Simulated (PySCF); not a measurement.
**`C=C[C@@H]1CCC[P@H]1=O`, C$_{6}$H$_{11}$OP**

Molfile (atoms numbered from 1):
```
C6H11OP
     RDKit          3D

 19 19  0  0  0  0  0  0  0  0999 V2000
   -2.6939    0.7827   -0.5047 C   0  0  0  0  0  0  0  0  0  0  0  0
   -1.9764   -0.3185   -0.3988 C   0  0  0  0  0  0  0  0  0  0  0  0
   -0.5085   -0.3782   -0.6648 C   0  0  2  0  0  0  0  0  0  0  0  0
    0.2780   -1.2314    0.3314 C   0  0  0  0  0  0  0  0  0  0  0  0
    1.7579   -0.9494    0.0764 C   0  0  0  0  0  0  0  0  0  0  0  0
    1.9457    0.5706    0.0494 C   0  0  0  0  0  0  0  0  0  0  0  0
    0.3539    1.2477   -0.5908 P   0  0  1  0  0  5  0  0  0  0  0  0
    0.4198    2.0631   -1.8052 O   0  0  0  0  0  0  0  0  0  0  0  0
   -2.2399    1.7166   -0.8016 H   0  0  0  0  0  0  0  0  0  0  0  0
   -3.7544    0.7956   -0.3192 H   0  0  0  0  0  0  0  0  0  0  0  0
   -2.4348   -1.2585   -0.1157 H   0  0  0  0  0  0  0  0  0  0  0  0
   -0.3382   -0.7597   -1.6834 H   0  0  0  0  0  0  0  0  0  0  0  0
    0.0506   -2.2927    0.2187 H   0  0  0  0  0  0  0  0  0  0  0  0
    0.0154   -0.9292    1.3480 H   0  0  0  0  0  0  0  0  0  0  0  0
    2.0361   -1.3700   -0.8925 H   0  0  0  0  0  0  0  0  0  0  0  0
    2.3859   -1.4136    0.8381 H   0  0  0  0  0  0  0  0  0  0  0  0
    2.7609    0.8783   -0.6065 H   0  0  0  0  0  0  0  0  0  0  0  0
    2.1412    0.9610    1.0492 H   0  0  0  0  0  0  0  0  0  0  0  0
   -0.2090    1.8948    0.5101 H   0  0  0  0  0  0  0  0  0  0  0  0
  1  2  2  0
  2  3  1  0
  3  4  1  0
  4  5  1  0
  5  6  1  0
  6  7  1  0
  7  8  2  0
  7  3  1  0
  1  9  1  0
  1 10  1  0
  2 11  1  0
  3 12  1  6
  4 13  1  0
  4 14  1  0
  5 15  1  0
  5 16  1  0
  6 17  1  0
  6 18  1  0
  7 19  1  1
M  END
```

Computed, not measured: TDDFT wB97X-D/def2-SVPD circular dichroism and optical rotation, one conformer, gas phase (PySCF 2.14.0). Geometry: GFN2-xTB.

The molecule is flexible and this is one conformer; a measurement averages over conformers.

(1) Assign R or S to each stereocentre.

(2) List the lowest 16 singlet excitations with oscillator and rotatory strengths.

Answers

(1) C3 S, P7 R.

(2) Rotatory strengths R in 10⁻⁴⁰ esu² cm², velocity form and length form (origin at the centre of mass); f in length form.
```
state  E (eV)  λ (nm)      f  R (velocity)  R (length)                                    main
    1    6.95     178  0.016         -23.9       -26.7        HOMO→LUMO 0.59, HOMO→LUMO+1 0.12
    2    7.12     174  0.019         +18.1       +18.2      HOMO→LUMO+2 0.24, HOMO→LUMO+1 0.23
    3    7.27     171  0.001         +19.2       +24.1  HOMO−1→LUMO+2 0.32, HOMO−1→LUMO+1 0.20
    4    7.46     166  0.190         -11.5       -17.3      HOMO−1→LUMO 0.59, HOMO−2→LUMO 0.15
    5    7.54     164  0.003          -4.3        -4.1      HOMO→LUMO+2 0.45, HOMO→LUMO+1 0.30
    6    7.74     160  0.076         +30.2       +33.2      HOMO−2→LUMO 0.62, HOMO−1→LUMO 0.08
    7    7.76     160  0.044         -17.9       -22.3    HOMO−2→LUMO+3 0.19, HOMO→LUMO+3 0.15
    8    7.96     156  0.072         -17.8       -16.5  HOMO−1→LUMO+2 0.33, HOMO−2→LUMO+1 0.17
    9    8.13     153  0.024         -28.6       -24.0    HOMO−2→LUMO+2 0.17, HOMO→LUMO+3 0.13
   10    8.14     152  0.013         -16.0       -14.2    HOMO→LUMO+4 0.24, HOMO−2→LUMO+1 0.13
   11    8.21     151  0.015         +24.3       +21.5    HOMO→LUMO+4 0.18, HOMO−1→LUMO+8 0.16
   12    8.36     148  0.006         +43.4       +43.0      HOMO−3→LUMO 0.53, HOMO−4→LUMO 0.14
   13    8.41     147  0.025          +4.6        +4.4    HOMO→LUMO+5 0.23, HOMO−2→LUMO+1 0.11
   14    8.46     147  0.020         +27.5       +26.8    HOMO−2→LUMO+2 0.28, HOMO→LUMO+3 0.10
   15    8.64     144  0.047         -36.9       -35.6    HOMO→LUMO+3 0.20, HOMO−1→LUMO+4 0.13
   16    8.66     143  0.037         +26.5       +27.4  HOMO−1→LUMO+3 0.28, HOMO−1→LUMO+4 0.16
```

Among the states computed, the strongest CD band (largest |R|) is state 12. The largest dissymmetry factor in size, g = 4R/(D+G), with D and G the electric and magnetic dipole strengths, is +0.14 for state 3 (velocity form, f = 0.002), among bands with |R| over 0.5. The mirror image has the same energies and oscillator strengths and all R with the opposite sign.
